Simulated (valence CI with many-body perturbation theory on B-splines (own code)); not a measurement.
Questions on Br³⁰⁺

Level of theory: valence CI with perturbative core correlation (CI+MBPT): three valence electrons over a frozen Dirac-Fock core [He], radial functions for each j: 11 s, 11 p, 10 d, 8 f, 5 g, 2 h, with the one-electron correlation potential Σ1 (screened to all orders), the two-electron term Σ2, the three-electron term Σ3, Breit, model QED; selected single and double excitations, second order for the rest, scaled by the run's own slope (own B-spline code, finite nucleus).

The last digits are not significant, and no measured levels were compared; by estimate large intervals hold to a few tenths of a per cent, small ones and those within an open d or f shell to about a per cent.

Rates and lifetimes use the calculated energies. Strong lines usually hold to 10 to 20 %, long lifetimes can be off by a factor of two.

Q: What is the ground level?

A: 2s²2p ²P°_1/2, composition 99 % 2s²2p ²P°, g = 0.656.

Q: Where does the other parity begin?

A: At 2s2p² ⁴P_1/2, 82.6 eV.

Q: What is the ionisation energy?

A: 3524.2 eV; NIST lists 3523.1 ± 2.2 eV (semi-empirical).

Q: How is the term ²P° of the ground level split?

A: J = 1/2 at 0.0, J = 3/2 at 54.0 eV.

Q: Among levels below 2882.0 eV, which E1 lines absorb most strongly from the ground level?

A: to 2s²3d ²D_3/2 at 0.6056 nm, f = 0.695; to 2s2p3p ²D_3/2 at 0.5915 nm, f = 0.227; to 2s2p3p ²P_1/2 at 0.5930 nm, f = 0.125.
